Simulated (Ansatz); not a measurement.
`FC1C[SiH2]1` and `BC1C[SiH2]1` differ in one atom or group.

Ansatz, PBE0-D4/def2-TZVP geometries, multiplicity 1. 

```json
{"property": "LUMO energy (PBE/def2-TZVPP) / eV", "`FC1C[SiH2]1`": "-0.83"}
{"property": "HOMO energy (B3LYP/def2-TZVPP) / eV", "`FC1C[SiH2]1`": "-6.88"}
{"property": "LUMO energy (B3LYP/def2-TZVPP) / eV", "`FC1C[SiH2]1`": "-0.26"}
{"property": "HOMO–LUMO gap (B3LYP/def2-TZVPP) / eV", "`FC1C[SiH2]1`": "6.62"}
{"property": "HOMO energy (PBE/def2-TZVPP) / eV", "`FC1C[SiH2]1`": "-5.87"}
{"property": "HOMO energy (PBE0/def2-TZVPP) / eV", "`FC1C[SiH2]1`": "-7.08"}
```

What does the change do to each property? (Best estimate.)

The calculation gave: 
| property | `BC1C[SiH2]1` | shift |
| --- | --- | --- |
| LUMO energy (PBE/def2-TZVPP) / eV | -1.19 | -0.36 |
| HOMO energy (B3LYP/def2-TZVPP) / eV | -7.00 | -0.12 |
| LUMO energy (B3LYP/def2-TZVPP) / eV | -0.45 | -0.19 |
| HOMO–LUMO gap (B3LYP/def2-TZVPP) / eV | 6.55 | -0.07 |
| HOMO energy (PBE/def2-TZVPP) / eV | -6.24 | -0.37 |
| HOMO energy (PBE0/def2-TZVPP) / eV | -7.23 | -0.15 |

With PBE0 the HOMO falls by 0.15 eV and the LUMO falls by 0.23 eV, so the gap narrows by about 0.08 eV. PBE moves the HOMO by -0.37 eV and ωB97M-V by -0.04 eV. The zero-point energy changes by 51.7 kJ/mol with +6 modes.

B3LYP here is the variant with VWN-RPA as its local correlation; programs differ in this.
